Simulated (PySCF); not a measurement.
# Steps of a relaxation of [EuCl3(H2O)]−

[EuCl3(H2O)]− (singlet in the valence; each metal's 4f electrons, 7 of them, lie in its core potential, out of spins and levels; a saddle point, relaxed within its symmetry). PySCF 2.14.0, RKS PBE0, Eu lcecp-0-SVP with ECP53, Cl def2-SVP, O def2-SVP, H def2-SVP; non-relativistic Hamiltonian with scalar-relativistic core potentials where named; density fitting; no spin-orbit coupling. Origin of the start: template. Columns: position (Å) and force (eV/Å). Energies are counted from the last step; some of the 30 steps are shown. Forces carry noise of the integration grid, about 0.01 to 0.03 eV/Å.

Run from Python with OMP_NUM_THREADS=2. Where DIIS fails, smearing, a level shift and second-order steps follow.
It took 3.8 min on 2 threads of Intel(R) Xeon(R) Platinum 8259CL CPU @ 2.50GHz (Skylake/Cascade Lake) (shared host), from the converged density of the start.

```xyz
7
step 0  E = 0.462 eV
Eu   -0.1023    0.1023   -0.1023     0.60   -0.60    0.60
Cl    1.5111    1.7159    1.5111    -0.36   -0.06   -0.34
Cl   -1.7159   -1.5111    1.5111     0.08    0.35   -0.35
Cl    1.5111   -1.5111   -1.7159    -0.36    0.34    0.06
O    -1.6295    1.6295   -1.6295    -0.26    0.27   -0.27
H    -1.9701    2.5145   -1.4257     0.15   -0.31   -0.01
H    -1.9701    1.4257   -2.5145     0.15    0.01    0.31
```

```xyz
7
step 10  E = 0.130 eV
Eu    0.1190   -0.0552    0.0552     0.02   -0.04    0.04
Cl    1.1942    2.1258    1.3028     0.02    0.01    0.02
Cl   -2.0722   -1.2129    1.2129     0.00    0.01   -0.01
Cl    1.1942   -1.3028   -2.1258     0.02   -0.02   -0.01
O    -1.2667    1.4673   -1.4673    -0.17    0.16   -0.16
H    -1.7669    2.2188   -1.1245     0.06   -0.13   -0.01
H    -1.7669    1.1245   -2.2188     0.06    0.01    0.13
```

```xyz
7
step 19  E = 0.047 eV
Eu    0.2455    0.0889   -0.0889     0.22   -0.01    0.01
Cl    1.4432    2.0539    1.4164    -0.07   -0.11   -0.09
Cl   -2.2434   -0.7236    0.7236    -0.04    0.03   -0.03
Cl    1.4432   -1.4164   -2.0539    -0.07    0.09    0.11
O    -1.3661    1.5421   -1.5421    -0.25    0.06   -0.06
H    -1.9439    1.9448   -0.8757     0.10   -0.08   -0.03
H    -1.9439    0.8757   -1.9448     0.10    0.03    0.08
```

**Question.** Where does the relaxation end?

**Answer.** It converges at step 29 in Cs:
```xyz
7
step 29  E = 0
Eu    0.3036    0.1698   -0.1698
Cl    1.5576    1.9740    1.4250
Cl   -2.3136   -0.4971    0.4971
Cl    1.5576   -1.4250   -1.9740
O    -1.5002    1.5722   -1.5722
H    -1.9852    1.8071   -0.7644
H    -1.9852    0.7644   -1.8071
```

**Question.** How did the contacts change?

**Answer.** 
| contact | start (Å) | end (Å) |
| --- | --- | --- |
| Eu1–Cl2 (Cl) | 2.795 | 2.715 |
| Eu1–Cl3 (Cl) | 2.795 | 2.782 |
| Eu1–Cl4 (Cl) | 2.795 | 2.715 |
| Eu1–O5 (H2O) | 2.645 | 2.681 |


An lcecp potential fixes the number of 4f electrons, so in runs with it no electron can move into or out of that shell.
